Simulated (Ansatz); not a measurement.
**What each rung costs, and what it gives**

Saddle point of AlHBrClF$_{2}$, closed shell (AlBrF₂ ([F][Al]([F])[Br]) + HCl → AlClF₂ ([F][Al]([F])[Cl]) + HBr (still joined by a long Al–Br bond); bonds formed: Br2–H5; dative contacts that become bonds: Al1–Cl6; bonds broken: H5–Cl6; bonds weakened to dative contacts: Al1–Br2), PBE0-D4/def2-TZVP structure:

```
6
angstrom
Al -0.5275 -0.1629 -0.3822
Br 1.6556 -1.0187 0.2746
F -0.5293 0.2493 -1.9657
F -1.7200 -1.0891 0.2483
H 1.1513 0.4512 0.8920
Cl -0.0301 1.5702 0.9331
```

Barriers are electronic and count from the start structure reached by relaxing down the imaginary mode.

Program: Ansatz 0.2.0. Basis: as named in each row. Cores are frozen in the correlated methods. Filled d shells of the heavier atoms are correlated. The def2 sets are not built for correlating such inner shells, so the correlated values are less sure here. B3LYP uses VWN-RPA correlation. Extrapolation: Hartree–Fock as exp(−7.88 √X), correlation as X^−2.97.

Times are rough, for one single point on 4 threads of a shared host (Arm Neoverse V1).

The estimate by CCSD(T) at an estimated basis limit (MP2 extrapolated from triple and quadruple zeta, plus CCSD(T) − MP2 in triple zeta) is 0.364 eV.

```json
{"method": "HF", "basis": "STO-3G", "time (s)": "under 1", "barrier (eV)": "-0.080", "method less estimate": "-0.444"}
{"method": "PBE-D4", "basis": "STO-3G", "time (s)": "under 1", "barrier (eV)": "-1.089", "method less estimate": "-1.452"}
{"method": "SPW92", "basis": "def2-SVP", "time (s)": "under 1", "barrier (eV)": "-0.118", "method less estimate": "-0.481"}
{"method": "PBE-D4", "basis": "def2-SVP", "time (s)": "under 1", "barrier (eV)": "0.050", "method less estimate": "-0.314"}
{"method": "B3LYP-D4", "basis": "6-31G", "time (s)": "1", "barrier (eV)": "0.368", "method less estimate": "0.004"}
{"method": "SPW92", "basis": "def2-TZVPP", "time (s)": "1", "barrier (eV)": "-0.059", "method less estimate": "-0.422"}
{"method": "PBE0-D4", "basis": "def2-SVP", "time (s)": "1", "barrier (eV)": "0.204", "method less estimate": "-0.159"}
{"method": "PBE-D4", "basis": "def2-TZVPP", "time (s)": "2", "barrier (eV)": "0.092", "method less estimate": "-0.272"}
{"method": "BLYP-D4", "basis": "def2-TZVPP", "time (s)": "2", "barrier (eV)": "0.195", "method less estimate": "-0.168"}
{"method": "CCSD(T)", "basis": "def2-SVP", "time (s)": "2", "barrier (eV)": "0.503", "method less estimate": "0.140"}
{"method": "BHLYP-D4", "basis": "def2-TZVPP", "time (s)": "3", "barrier (eV)": "0.450", "method less estimate": "0.086"}
{"method": "B3LYP-D4", "basis": "def2-TZVPP", "time (s)": "3", "barrier (eV)": "0.291", "method less estimate": "-0.072"}
{"method": "PBE0-D4", "basis": "def2-TZVPP", "time (s)": "3", "barrier (eV)": "0.219", "method less estimate": "-0.144"}
{"method": "CAM-B3LYP-D4", "basis": "def2-TZVPP", "time (s)": "3", "barrier (eV)": "0.360", "method less estimate": "-0.004"}
{"method": "r2SCAN-D4", "basis": "def2-TZVPP", "time (s)": "4", "barrier (eV)": "0.160", "method less estimate": "-0.203"}
{"method": "RPA on PBE", "basis": "def2-TZVPP", "time (s)": "4", "barrier (eV)": "0.378", "method less estimate": "0.015"}
{"method": "B2PLYP", "basis": "def2-TZVPP", "time (s)": "5", "barrier (eV)": "0.339", "method less estimate": "-0.025"}
{"method": "wB97M-V", "basis": "def2-SVP", "time (s)": "6", "barrier (eV)": "0.343", "method less estimate": "-0.021"}
{"method": "r2SCAN0-D4", "basis": "def2-TZVPP", "time (s)": "6", "barrier (eV)": "0.259", "method less estimate": "-0.105"}
{"method": "PBE-QIDH", "basis": "def2-TZVPP", "time (s)": "6", "barrier (eV)": "0.318", "method less estimate": "-0.045"}
{"method": "B97M-V", "basis": "def2-TZVPP", "time (s)": "7", "barrier (eV)": "0.304", "method less estimate": "-0.060"}
{"method": "wB97X-V", "basis": "def2-TZVPP", "time (s)": "8", "barrier (eV)": "0.388", "method less estimate": "0.024"}
{"method": "wB97M-V", "basis": "def2-TZVPP", "time (s)": "10", "barrier (eV)": "0.378", "method less estimate": "0.014"}
{"method": "MP2", "basis": "def2-QZVPP", "time (s)": "15", "barrier (eV)": "0.304", "method less estimate": "-0.060"}
{"method": "CCSD(T)", "basis": "def2-TZVPP", "time (s)": "42", "barrier (eV)": "0.396", "method less estimate": "0.032"}
```

All methods are single points on the PBE0-D4 structures; a negative value means that the method puts the saddle structure below the start.

The T1 diagnostic stays at or below 0.010.

Labels in which every atom is bracketed show which atoms are joined, not bond orders.
